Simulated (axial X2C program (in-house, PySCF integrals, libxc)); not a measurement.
**What spin–orbit coupling does to HfP⁻**

Computed with an axial X2C code built on PySCF integrals. Spin-free means the one-electron spin-free X2C Hamiltonian; two-component (2c) means X2C with spin–orbit coupling and atomic mean-field two-electron Coulomb and Gaunt terms, so the difference of the two also holds small scalar two-electron terms. Basis: Hf dyall-acv3z [14s15p10d7f4g], P dyall-av3z [9s8p3d2f] (cores contracted in-house); Gaussian nuclei, density fitting, unrestricted open shells. Masses: Hf 179.947 u, P 30.974 u.

Spin-free state: M_S = 0, Λ = 0 (closed shell); fragments Hf + P- for PBE0, CCSD, CCSD(T), TPSS; Hf- + P for HF.

```csv
level,Re (Å),ωe (cm⁻¹),De (eV),μ (D)
PBE0,2.211,504.6,4.899,-6.41
HF,2.225,522.4,n/a,-6.93
CCSD,2.244,493.4,4.530,n/a
CCSD(T),2.262,469.4,4.955,n/a
TPSS,2.224,484.8,5.111,-6.13
```

Correlated methods: 10 electrons correlated (number of frozen shells: Hf 5 s, 4 p, 2 d, 1 f; P 2 s, 1 p), 336 virtual spin orbitals or spinors in MP2, 90 natural virtuals in coupled cluster.

Dipoles are positive if P is the positive end and refer to the centre of mass.

Two-component determinant lowest at the distance of the search:

Ω = 0 (closed shell); fragments Hf + P- for PBE0, CCSD, CCSD(T), TPSS; Hf- + P for HF.

```csv
level,Re (Å),ωe (cm⁻¹),μ (D)
PBE0,2.210,504.0,-6.36
HF,2.224,522.3,-6.88
CCSD,2.242,492.9,n/a
CCSD(T),2.261,469.1,n/a
TPSS,2.223,483.6,-6.08
```

Task: From the two tables, how do the constants change at the CCSD(T) level (2c against spin-free)?

Result: At the CCSD(T) level Re falls by 0.001 Å and ωe drops by 0.3 cm⁻¹.

The state is a single determinant with fixed occupations, the lowest that a limited PBE0 search found. The closed shell is kept restricted, so the energy runs too high when the bond is stretched far. Dissociation energies refer to the lowest single-determinant-based atoms at the same level and basis. De is not given where an atomic determinant may have missed its ground term or J level, or where the truncated virtual space spoils (T). Coupled cluster ran in a truncated set of natural virtual spinors; the MP2 energy of the rest was added. (T) has no such correction and the atoms are truncated less, which lowers De at CCSD(T) by a hundredth of an eV or more. The functionals have no current-density term, which raises determinants with orbital currents, atoms included. The outer-core s and p shells of the metal are frozen in the correlated rows, which leaves out core–valence correlation; for alkali and alkaline-earth bonds that tends to lengthen them. The highest occupied level of some functionals is positive through self-interaction error; at Hartree–Fock it is bound. The T1 diagnostic is large, a sign of multireference character. The stretched end of a curve changes character and is left out. With the outer-core shells frozen, correlated bond lengths of heavy atoms tend to come out a few hundredths of an ångström too long.
